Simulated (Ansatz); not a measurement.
C$_{4}$H$_{7}$F$_{3}$, SMILES `CC(C)(F)C(F)F`. Charge 0, multiplicity 1. The geometry is a stationary point of PBE0-D4/def2-TZVP. It is one conformer, not always the lowest.

```xyz
14

C     1.072   -0.881    0.444
C    -0.239   -0.167    0.220
C    -0.812   -0.383   -1.161
F    -1.166   -0.648    1.146
C    -0.136    1.325    0.523
F     0.402    1.535    1.744
F     0.676    1.922   -0.387
H     0.946   -1.945    0.240
H     1.404   -0.754    1.474
H     1.838   -0.484   -0.224
H    -1.767    0.135   -1.269
H    -0.978   -1.449   -1.320
H    -0.125   -0.016   -1.924
H    -1.116    1.812    0.492
```

(1) What is the dipole moment at r2SCAN/def2-TZVPP? (Best estimate.)

(2) And with PBE, B3LYP, ωB97M-V? (Best estimate.)

(3) Give the Mulliken charges with r2SCAN, B3LYP, PBE in def2-TZVPP. (Estimate.)

Answers

(1) Computed: 1.85 D, with components (-0.17, -0.74, -1.68) D in this frame, pointing from negative to positive charge.

(2) The calculation gave: PBE 1.76 D, B3LYP 1.88 D, ωB97M-V 1.88 D.

(3) Computed: 
```
atom  r2SCAN  B3LYP    PBE
  C1   -0.21  -0.30  -0.29
  C2    0.33   0.30   0.27
  C3   -0.19  -0.28  -0.27
  F4   -0.24  -0.25  -0.20
  C5    0.31   0.28   0.21
  F6   -0.20  -0.21  -0.16
  F7   -0.21  -0.22  -0.17
  H8    0.06   0.09   0.09
  H9    0.08   0.11   0.10
 H10    0.06   0.09   0.09
 H11    0.06   0.09   0.09
 H12    0.06   0.09   0.09
 H13    0.06   0.10   0.09
 H14    0.05   0.09   0.07
```

B3LYP here is the variant with VWN-RPA as its local correlation; programs differ in this.
